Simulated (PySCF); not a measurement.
## CeH2: from structure and modes to constants

All numbers come from UPBE0 in PySCF with Ce def2-TZVP with ECP28, H def2-TZVP; scalar-relativistic core potentials, no spin–orbit coupling; density-fitted integrals.

The triplet minimum has C2v symmetry. Masses (u): Ce 139.90544, H 1.00782.

```xyz
3
charge 0 multiplicity 3, angstrom
Ce    0.0000    0.0000   -0.0135
H     1.6824    0.0000    1.1244
H    -1.6824    0.0000    1.1244
```

Harmonic wavenumbers (cm⁻¹): 454.4 (×1), 1379.7 (×1), 1414.5 (×1).

Question: What is the harmonic zero-point energy?

Answer: Half the sum of all 3 wavenumbers, 3249/2 = 1624 cm⁻¹, which is 19.4 kJ/mol (1 cm⁻¹ = 0.0119627 kJ/mol).

Question: Find the vibrational entropy and heat capacity at 298.15 K.

Answer: With u = 1.43878 ω/T, each mode gives S = R[u/(eᵘ−1) − ln(1−e⁻ᵘ)] and C = R u² eᵘ/(eᵘ−1)².
```csv
ω (cm⁻¹),u,S (J/(mol K)),C (J/(mol K))
454.4,2.193,3.27,5.65
1379.7,6.658,0.08,0.47
1414.5,6.826,0.07,0.42
```
The sums over all modes are S = 3.4 and C = 6.5 J/(mol K); the softest mode gives 96 % of the entropy.

Question: Give the standard entropy (298.15 K, 1 bar) by its translational, rotational, vibrational and spin parts, and Cp.

Answer: Sackur–Tetrode with M = 141.92 u gives 170.7; rotation with symmetry number 2 gives 62.7; vibration 3.4; spin R ln 3 = 9.1. The total is 245.9 J/(mol K), and Cp = 4 R + 6.5 = 39.8 J/(mol K).

The spin densities have lower symmetry than the nuclear frame, so modes carry no symmetry labels. This need not be the most stable arrangement of these atoms. Other spin states or occupations of the open shell can lie lower. The pruned grid is coarse for the open f shell: energies are uncertain by about 2 kJ/mol and soft modes are noisy. With an element this heavy the missing spin–orbit coupling can shift these numbers.
